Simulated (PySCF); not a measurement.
BCl2H3OSi, SMILES [SiH3]OB(Cl)Cl. Coordinates come from a B3LYP-D3(BJ)/def2-SVP optimisation. The structure was generated by enumeration, and PubChem lists no compound with its InChIKey, so it may never have been made. The values are those of a single conformer.

Calculation: B3LYP-D3(BJ)/def2-SVP in PySCF 2.14.0.

Harmonic wavenumbers (cm⁻¹): 80, 98, 104, 247, 345, 504, 525, 721, 732, 833, 944, 957, 963, 972, 1411, 2254, 2261, 2276. Rotational constants (GHz): 3.356, 1.503, 1.051; symmetry number 1.

### Question
Work out the zero-point energy and the ideal-gas rigid-rotor harmonic-oscillator thermochemistry at 298.15 K and 1 atm.

### Answer
ZPE = ½ Σ hcν = ½ × 16227 cm⁻¹ = 23.20 kcal/mol. H − E(el) = 28.06 kcal/mol. Entropy in cal/(mol K): translation 40.47, rotation 28.50, vibration 16.14, total 85.11. G − E(el) = 2.69 kcal/mol. Cp = 23.57 cal/(mol K). Modes under 150 cm⁻¹ make the vibrational entropy uncertain.
